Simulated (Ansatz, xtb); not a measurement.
**A geometry optimisation of CuFPSi with r2SCAN-D4/def2-SVP**

The starting geometry of this gas-phase doublet has its atoms placed at random.

```yaml
atoms:
  - { symbol: Cu, position_ang: [-0.0066, 0.6753, -0.5019] }
  - { symbol: F, position_ang: [-0.8665, 0.8302, 0.9854] }
  - { symbol: P, position_ang: [1.6189, -0.2309, 0.6491] }
  - { symbol: Si, position_ang: [-0.0659, -1.5567, -0.4554] }
```

Task: One run relaxed it with r2SCAN-D4/def2-SVP. What is a likely outcome?

Result: It ends as a structure given below by its coordinates. Distances that change by over a tenth: P3–Si4 (2.41 → 2.11 Å).

The energy falls by 1.62 eV over 11 steps:

| step | E − E(last) (eV) |
| --- | --- |
| 1 | 1.625 |
| 2 | 0.766 |
| 3 | 0.518 |
| 4 | 0.314 |
| 5 | 0.149 |
| 7 | 0.008 |
| 8 | 0.003 |
| 9 | 0.000 |
| 10 | 0.000 |
| 11 | 0.000 |

Final geometry (Å):

```yaml
atoms:
  - { symbol: Cu, position_ang: [-0.0654, 0.5045, 0.2439] }
  - { symbol: F, position_ang: [-1.4224, 1.4712, 0.7561] }
  - { symbol: P, position_ang: [1.8842, -0.5366, 0.1888] }
  - { symbol: Si, position_ang: [0.2835, -1.7213, -0.5117] }
```

From the same start GFN2-xTB ends elsewhere, differing in Cu1–Si4 (3.35 against 2.38 Å here).

From so rough a start the end depends on the optimiser's path, so another program may land elsewhere. The end wasn't checked by frequencies. Open shells are spin-unrestricted. Run with Ansatz 0.2.0, 3.6 min on 1 thread of Intel(R) Xeon(R) Processor @ 2.70GHz, on a shared host.
